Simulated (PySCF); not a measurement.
AlCl, neutral, multiplicity 1. Atoms are numbered in the order given.

```xyz
2

Al     0.0000     0.0000    -1.2166
Cl     0.0000     0.0000     0.9304
```

Geometry optimised at PBE0-D3(BJ)/def2-TZVPD.

These are IEF-PCM-B3LYP/def2-TZVPD run with PySCF values and carry that method's errors.

The values are the electrostatic part of the solvation free energy, E(continuum) − E(gas) at the gas-phase geometry, in a cavity of scaled van der Waals radii (PySCF's table); cavitation and dispersion terms are not included. A continuum can't describe solvent molecules that bind to the metal. In vacuum the orbital gap is 5.03 eV. The dipole moment in vacuum is 1.69 D.

Computed values in water (ε = 78.36), acetone (ε = 20.49), 1-octanol (ε = 9.86):
```json
[
 {"solvent": "water", "ε": "78.36", "ΔG(elec) (kcal/mol)": "-3.8", "dipole (D)": "2.42", "gap (eV)": "5.14"},
 {"solvent": "acetone", "ε": "20.49", "ΔG(elec) (kcal/mol)": "-3.6", "dipole (D)": "2.38", "gap (eV)": "5.13"},
 {"solvent": "1-octanol", "ε": "9.86", "ΔG(elec) (kcal/mol)": "-3.3", "dipole (D)": "2.32", "gap (eV)": "5.12"}
]
```
